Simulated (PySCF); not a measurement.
## Ionising TlB

UHF; PySCF, scalar-relativistic core potentials, basis sets Tl def2-SVPD with ECP60, B def2-SVPD. Neutral (UHF): triplet (σ ↑, π ↑), Re = 2.519 Å, ωe = 352 cm⁻¹, De = 0.88 eV, HOMO -7.10 eV, LUMO 0.02 eV.

TlB⁺ (UHF): doublet (σ ↑), Re = 3.287 Å, ωe = 139 cm⁻¹. The energies at the minima are -196.04736 hartree for TlB and -195.84494 for TlB⁺.

(1) Work out the adiabatic ionisation energy, without and with harmonic zero-point energies (1 hartree = 27.2114 eV, 1 eV = 8065.5 cm⁻¹), and the change of the bond length.

These are scalar-relativistic numbers at best; spin–orbit coupling would shift them, the dissociation energy most. Hartree–Fock leaves out correlation, which carries a large part of most bond energies and some tenths to 1 eV of ionisation energies. States were picked by a PBE0 search and need not be the measured ground states.

## Answers

(1) At UHF: 0.20242 hartree = 5.508 eV between the minima; the zero-point term (139.0 − 352.0)/2 cm⁻¹ = -0.013 eV makes it 5.495 eV. Re changes by +76.8 pm against the neutral. The electron leaves a π orbital, and the ion is left as a loose complex of an ion and an atom.
